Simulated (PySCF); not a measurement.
# Working out the excitation energy of Ge²⁺

Ge²⁺ [Ar] 3d10 4s2 (1S) → Ge²⁺ [Ar] 3d10 4s1 4d1 (3D). All numbers are calculated (PySCF 2.14, scalar relativity through the core potential, in aug-cc-pVDZ-PP with ECP10MDF (5s4p3d, 32 functions)). Frozen: 3s2 3p6 3d10. Energies in hartree (1 hartree = 27.21139 eV):

```json
{"part": "UHF", "Ge²⁺ (lower)": "-292.510073", "Ge²⁺ (upper)": "-291.819071"}
{"part": "CCSD correlation", "Ge²⁺ (lower)": "-0.037777", "Ge²⁺ (upper)": "-0.002349"}
{"part": "(T)", "Ge²⁺ (lower)": "0.000000", "Ge²⁺ (upper)": "0.000000"}
```

Question: What does Hartree-Fock give?

Answer: (-291.819071) − (-292.510073) = 0.691002 hartree = 18.803 eV.

Question: What do CCSD and CCSD(T) give?

Answer: The CCSD correlation energies differ by 0.035428 hartree = 0.964 eV and the triples by 0.000000 hartree = 0.000 eV, so CCSD gives 19.767 eV and CCSD(T) 19.767 eV.

A double-zeta basis recovers only part of the correlation energy.
